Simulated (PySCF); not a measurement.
Sb(F)2(OMe) (CH₃F₂OSb), SMILES [Sb]([O]C)([F])[F].

Coordinates come from a B3LYP-D3(BJ)/def2-SVP optimisation. The def2 effective core potentials stand for the cores of Sb; spin–orbit coupling is left out. One conformer was computed; it need not be the lowest.

Two levels are set side by side: PBE/def2-TZVP (PySCF) and ωB97X/def2-TZVP (PySCF). Same geometry, gas phase. Differences are taken from unrounded values.

| quantity | PBE |
|---|---|
| orbital gap (eV) | 4.66 |
| highest occupied level (eV) | -6.91 |
| lowest empty level (eV) | -2.25 |
| dipole moment (D) | 2.14 |
| mean polarisability (bohr³) | 53.5 |

These are the PBE values. What does ωB97X give? (Estimate from the structure and the level; the computed values follow.)


```csv
quantity,ωB97X,PBE minus ωB97X
orbital gap (eV),11.44,-6.78
highest occupied level (eV),-10.98,4.07
lowest empty level (eV),0.46,-2.71
dipole moment (D),2.37,-0.23
mean polarisability (bohr³),50.2,3.2
```

Without exact exchange PBE keeps part of each electron's self-repulsion, which lifts occupied levels and narrows the gap. Loosely held outer electrons make PBE densities more polarisable. Differences between two approximate levels are no errors against the true value.

Rough cost on one machine, each run with all the roots and properties that it gave: ωB97X against PBE within a factor of 2.
